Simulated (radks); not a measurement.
Values are calculated unless marked as measured or tabulated.
Problem. Radial electron density D(r) = 4 pi r^2 rho(r) of an atom or ion with 2 electrons. Code: a radial shooting solver on a logarithmic mesh with Libxc functionals. Model: Dirac Kohn-Sham, PBE, spin-unpolarised, spherical densities, finite nucleus; Fermi nuclear charge, rms radius of each element as measured or else 0.836 A^(1/3) + 0.57 fm.

```
   r/bohr * D(r) (the largest magnitude, 3.84, reaches the edge; | marks zero)
  0.01489 | *
  0.01819 |  *
  0.02204 |   *
  0.02691 |     *
  0.03261 |       *
  0.03983 |          *
  0.04865 |              *
  0.05895 |                  *
    0.072 |                        *
  0.08724 |                               *
   0.1066 |                                      *
   0.1291 |                                             *
   0.1577 |                                                   *
   0.1926 |                                                      *
   0.2334 |                                                     *
    0.285 |                                                 *
   0.3454 |                                        *
   0.4218 |                              *
   0.5111 |                    *
   0.6243 |            *
   0.7625 |       *
   0.9239 |     *
    1.128 |    *
    1.367 |   *
     1.67 |  *
    2.024 | *
    2.472 |*
    3.019 *
    3.658 *
    4.468 *
```

What is the nuclear charge?

Solution. Z = 5. The innermost maximum, from 1s, lies near gamma/Z bohr with gamma = sqrt(1 - (Z/c)^2) = 0.999, here 0.2 bohr (found: 0.207), and its height grows with Z. The density is that of the boron ion B3+ in 1s1.5 2p0.5; the configuration itself is not fixed sharply by these data. D(r) has 1 maximum, at r = 0.207 bohr.
